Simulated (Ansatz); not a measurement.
Complex (SMILES): Cl (HCl) with N#N (N2), atoms 1 to 2 the first; geometry from B3LYP-D3(BJ)/def2-TZVP, monomers rigid:
```xyz
4

Cl     1.0940     0.2553     0.1057
H     -0.1754     0.0770     0.1766
N     -3.5503    -0.4010     0.3596
N     -2.4723    -0.2486     0.3008
```

Basis-set convergence of the counterpoise-corrected interaction energy at PBE with Ansatz (a quantum-chemistry and plane-wave program). Cartesian d functions, on some or all atoms, in 6-31G*, 6-311G**, 6-311+G**; all else is spherical. The program fits the integrals of some runs and decomposes those of others, by size. No added dispersion term, no relativity. Functions are those of the species that has most. Reference: the value in aug-pcseg-3, -1.21 kcal/mol.

```json
[
 {"basis": "STO-3G", "functions": "20", "counterpoise-corrected interaction energy (kcal/mol)": "…"},
 {"basis": "6-31G", "functions": "33", "counterpoise-corrected interaction energy (kcal/mol)": "-2.02"},
 {"basis": "def2-SV(P)", "functions": "48", "counterpoise-corrected interaction energy (kcal/mol)": "-1.34"},
 {"basis": "6-31G*", "functions": "51", "counterpoise-corrected interaction energy (kcal/mol)": "…"},
 {"basis": "def2-SVP", "functions": "51", "counterpoise-corrected interaction energy (kcal/mol)": "-1.38"},
 {"basis": "6-311G**", "functions": "69", "counterpoise-corrected interaction energy (kcal/mol)": "-1.62"},
 {"basis": "6-311+G**", "functions": "81", "counterpoise-corrected interaction energy (kcal/mol)": "-1.33"},
 {"basis": "aug-pcseg-1", "functions": "82", "counterpoise-corrected interaction energy (kcal/mol)": "-1.18"},
 {"basis": "6-311++G(2d,2p)", "functions": "99", "counterpoise-corrected interaction energy (kcal/mol)": "-1.16"},
 {"basis": "pcseg-2", "functions": "108", "counterpoise-corrected interaction energy (kcal/mol)": "…"},
 {"basis": "jun-cc-pV(T+d)Z", "functions": "140", "counterpoise-corrected interaction energy (kcal/mol)": "-1.20"},
 {"basis": "def2-TZVPPD", "functions": "142", "counterpoise-corrected interaction energy (kcal/mol)": "-1.21"},
 {"basis": "6-311++G(3df,3pd)", "functions": "143", "counterpoise-corrected interaction energy (kcal/mol)": "-1.19"},
 {"basis": "aug-pcseg-2", "functions": "165", "counterpoise-corrected interaction energy (kcal/mol)": "-1.21"},
 {"basis": "aug-cc-pV(T+d)Z", "functions": "170", "counterpoise-corrected interaction energy (kcal/mol)": "-1.20"},
 {"basis": "def2-QZVPPD", "functions": "238", "counterpoise-corrected interaction energy (kcal/mol)": "-1.21"},
 {"basis": "aug-pcseg-3", "functions": "308", "counterpoise-corrected interaction energy (kcal/mol)": "-1.21"},
 {"basis": "cc-pV(5+d)Z", "functions": "337", "counterpoise-corrected interaction energy (kcal/mol)": "…"}
]
```

### Question
Some entries are withheld; supply them.

### Answer

- STO-3G, counterpoise-corrected interaction energy (kcal/mol): -2.15
- 6-31G*, counterpoise-corrected interaction energy (kcal/mol): -1.47
- pcseg-2, counterpoise-corrected interaction energy (kcal/mol): -1.27
- cc-pV(5+d)Z, counterpoise-corrected interaction energy (kcal/mol): -1.23
